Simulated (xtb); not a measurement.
H$_{6}$OSi$_{2}$, charge -1, doublet, at a GFN2-xTB geometry of the parent state (a state made from the parent by changing its charge; the spin is typed, not shown lowest); GFN1-xTB run with xtb 6.7.1.

The xtb input:
```
$ xtb mol.xyz --gfn 1 --chrg -1 --uhf 1 --json

# file mol.xyz
9

Si     1.58554558    -0.29465325     0.09305373
O     -0.00374610    -0.02898376    -0.03187953
Si    -1.58414102     0.30551525    -0.08108531
H      1.99636140    -0.92391127    -1.16028168
H      2.22242187     1.00620543     0.29041493
H      1.77723671    -1.17669751     1.24269936
H     -2.21375802    -0.47470673     0.98249776
H     -2.04757203    -0.09473461    -1.40797725
H     -1.72438507     1.74364671     0.14012516
```

**Question.** Write the output that xtb gives for this input, abridged.

**Answer.** 
```
   ID    Z sym.   atoms
    1   14 Si     1, 3
    2    8 O      2
    3    1 H      4-9

           -------------------------------------------------
          |                Calculation Setup                |
           -------------------------------------------------

           -------------------------------------------------
          |                 G F N 1 - x T B                 |
           -------------------------------------------------

          ...................................................
          :                      SETUP                      :
          :.................................................:
          :  # basis functions                  36          :
          :  # atomic orbitals                  34          :
          :  # shells                           20          :
          :  # electrons                        21          :
          :  # halogen bonds                     0          :
          :  max. iterations                   250          :
          :  Hamiltonian                  GFN1-xTB          :
          :  restarted?                      false          :
          :  GBSA solvation                  false          :
          :  PC potential                    false          :
          :  electronic temp.          300.0000000     K    :
          :  accuracy                    1.0000000          :
          :  -> integral cutoff          0.2500000E+02      :
          :  -> integral neglect         0.1000000E-07      :
          :  -> SCF convergence          0.1000000E-05 Eh   :
          :  -> wf. convergence          0.2000000E-04 e    :
          :  Broyden damping             0.4000000          :
          :  net charge                         -1          :
          :  unpaired electrons                  1          :
          ...................................................

 iter      E             dE          RMSdq      gap      omega  full diag
   1    -11.9666800 -0.119667E+02  0.631E+00    0.68       0.0  T
   2    -12.0021269 -0.354469E-01  0.356E+00    0.60       1.0  T
   3    -12.0025584 -0.431538E-03  0.865E-01    0.55       1.0  T
   4    -12.0031189 -0.560495E-03  0.111E-01    0.55       1.0  T
   5    -12.0031533 -0.344250E-04  0.122E-02    0.56       2.7  T
   6    -12.0031532  0.128943E-06  0.112E-02    0.56       3.0  T
   7    -12.0031545 -0.129056E-05  0.197E-03    0.56      17.0  T
   8    -12.0031545 -0.384158E-07  0.908E-05    0.56     367.3  T
[...]
         :: total energy             -11.915743473401 Eh    ::
[...]
        21                          0.1384296               3.7669
        22                          0.1395225               3.7966
       ...                                ...                  ...
        34                          1.6526328              44.9704
      -------------------------------------------------------------
                  HL-Gap            0.0205527 Eh            0.5593 eV
             Fermi-level           -0.0657556 Eh           -1.7893 eV

  Mulliken/CM5 charges         n(s)   n(p)   n(d)
     1Si   -0.00188 -0.25347   1.108  2.129  0.765
     2O    -0.34710 -0.37455   1.638  4.709  0.000
     3Si   -0.00184 -0.25343   1.108  2.129  0.765
     4H    -0.10837 -0.01983   1.108  0.000  0.000
     5H    -0.10805 -0.01969   1.108  0.000  0.000
     6H    -0.10816 -0.01975   1.108  0.000  0.000
     7H    -0.10817 -0.01975   1.108  0.000  0.000
     8H    -0.10837 -0.01983   1.108  0.000  0.000
     9H    -0.10805 -0.01969   1.108  0.000  0.000

Wiberg/Mayer (AO) data.
largest (>0.10) Wiberg bond orders for each atom

 ---------------------------------------------------------------------------
     #   Z sym  total        # sym  WBO       # sym  WBO       # sym  WBO
 ---------------------------------------------------------------------------
     1  14 Si   4.609 --     2 O    1.276     6 H    0.950     5 H    0.950
                             4 H    0.950     3 Si   0.470
     2   8 O    2.588 --     3 Si   1.276     1 Si   1.276
     3  14 Si   4.609 --     2 O    1.276     9 H    0.950     7 H    0.950
                             8 H    0.950     1 Si   0.470
     4   1 H    0.989 --     1 Si   0.950
     5   1 H    0.988 --     1 Si   0.950
     6   1 H    0.989 --     1 Si   0.950
     7   1 H    0.989 --     3 Si   0.950
     8   1 H    0.989 --     3 Si   0.950
     9   1 H    0.988 --     3 Si   0.950
 ---------------------------------------------------------------------------

Topologies differ in total number of bonds
Writing topology from bond orders to xtbtopo.mol

 dipole moment from electron density (au)
     X       Y       Z
  -0.0006  -0.0032  -0.0033  total (Debye):    0.012

           -------------------------------------------------
          | TOTAL ENERGY              -11.915743473401 Eh   |
          | GRADIENT NORM               0.098266984506 Eh/α |
          | HOMO-LUMO GAP               0.559267168589 eV   |
           -------------------------------------------------

normal termination of xtb
```
